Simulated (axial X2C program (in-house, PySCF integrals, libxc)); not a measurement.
NaSe⁻: cheaper levels and CCSD(T), with spin–orbit coupling

Calculated with an in-house relativistic program for diatomic molecules. Two-component (2c) means X2C with spin–orbit coupling and atomic mean-field two-electron Coulomb and Gaunt terms. Basis: Se dyall-acv3z [9s10p7d5f1g], Na dyall-av3z [10s9p5d2f] (cores contracted in-house); Gaussian nuclei, density fitting, unrestricted open shells. Masses: Se 79.917 u, Na 22.990 u.

State: Ω = 0 (closed shell); fragments Se- + Na.

```json
{"level": "PBE0", "Re (Å)": "2.522", "ωe (cm⁻¹)": "287.0", "De (eV)": "1.41"}
{"level": "HF", "Re (Å)": "2.531", "ωe (cm⁻¹)": "299.9", "De (eV)": "0.103"}
{"level": "CCSD", "Re (Å)": "2.558", "ωe (cm⁻¹)": "275.2", "De (eV)": "1.24"}
{"level": "BLYP", "Re (Å)": "2.568", "ωe (cm⁻¹)": "261.6", "De (eV)": "1.54"}
```

Correlated methods: 8 electrons correlated (number of frozen shells: Se 3 s, 2 p, 1 d; Na 2 s, 1 p), 284 virtual spin orbitals or spinors in MP2, 90 natural virtuals in coupled cluster.

CCSD(T), same Hamiltonian and basis:

Re = 2.576 Å, ωe = 264.0 cm⁻¹, De = 1.42 eV; T1 = 0.029 (Lee–Taylor normalisation).

(1) Give the differences from CCSD(T) in the columns below.

The state is a single determinant with fixed occupations, the lowest that a limited PBE0 search found. The closed shell is kept restricted, so the energy runs too high when the bond is stretched far. De is counted from the lowest determinant-based energies of the atoms at the same level, without counterpoise correction. Coupled cluster ran in a truncated set of natural virtual spinors; the MP2 energy of the rest was added. (T) has no such correction and the atoms are truncated less, which lowers De at CCSD(T) by a hundredth of an eV or more. PBE0 can misorder states that lie within some tenths of an eV, so this need not be the ground state of the molecule. The nearest other 2c determinant of the search, Ω = 2, lies 0.35 eV up at the distance of the search. The functionals have no current-density term, which raises determinants with orbital currents, atoms included. The highest occupied level of some functionals is positive through self-interaction error; at Hartree–Fock it is bound. The T1 diagnostic is large, a sign of multireference character. With the outer-core shells frozen, correlated bond lengths of heavy atoms tend to come out a few hundredths of an ångström too long. Hartree–Fock gets electron affinities wrong, so its lowest charge split need not be the true one.

Answers

(1) 

| level | ΔRe (Å) | Δωe (cm⁻¹) | ΔDe (eV) |
| --- | --- | --- | --- |
| PBE0 | -0.054 | 23.0 | -0.01 |
| HF | -0.045 | 35.9 | -1.32 |
| CCSD | -0.018 | 11.2 | -0.18 |
| BLYP | -0.008 | -2.4 | 0.12 |
